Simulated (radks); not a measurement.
Results of a calculation; reference values are marked as such.
Species: Ga5+. Configuration: [Ne] 3s2 3p5 3d9 (not the ground configuration).

Level of theory: scalar-relativistic Kohn-Sham, LDA (Slater exchange, Perdew-Wang correlation), spin-polarised, spherical densities, finite nucleus; open shells are filled with parallel spins first; Fermi nuclear charge, rms radius 3.9973 fm (a radial shooting solver on a logarithmic mesh with Libxc functionals).

Energy parts (eV):
| part | energy |
|---|---|
| total | -52528.762 |
| kinetic | 53407.648 |
| electron-nucleus | -124434.842 |
| Hartree | 20399.598 |
| exchange-correlation | -1901.166 |

Orbitals (lengths in bohr, moments of r in powers of bohr; <r^-3> diverges for s and p1/2; r(90%) holds 90 % of the orbital's charge):
orbital  occ.  eigenvalue (eV)     <r^2>  r(90%)  <r^-3>      <r>
1s up       1        -10304.79  0.003187  0.0870       -  0.04867
1s down     1        -10304.05  0.003186  0.0870       -  0.04867
2s up       1        -1350.893   0.05614   0.338       -   0.2182
2s down     1        -1349.426   0.05608   0.337       -   0.2181
2p up       3        -1189.504   0.04462   0.312   890.8   0.1908
2p down     3        -1188.055   0.04457   0.312   891.2   0.1907
3s up       1        -234.1999    0.4731   0.956       -   0.6413
3s down     1        -231.1934    0.4758   0.959       -   0.6429
3p up       3        -184.8839    0.5098    1.01   124.7   0.6597
3p down     2        -181.9453    0.5141    1.01   123.7   0.6623
3d up       5        -103.5371    0.6117    1.16   13.87   0.7039
3d down     4        -100.8281    0.6258    1.18   13.71   0.7110

The highest occupied level is 3d down at -100.83 eV. The density falls to 0.001 e/bohr^3 at r = 2.23 bohr. The spin density at the nucleus is -0.588 e/bohr^3 (1s -0.956, 2s -0.879, 3s 1.247). Summed over all electrons, <r^2> = 9.455 bohr^2, which gives a Langevin (diamagnetic) susceptibility term of -7.49 x 10^-6 cm^3/mol. The electron density at the nucleus is 2.84e+04 e/bohr^3 (large components only). Spin moment in Bohr magnetons: 2.
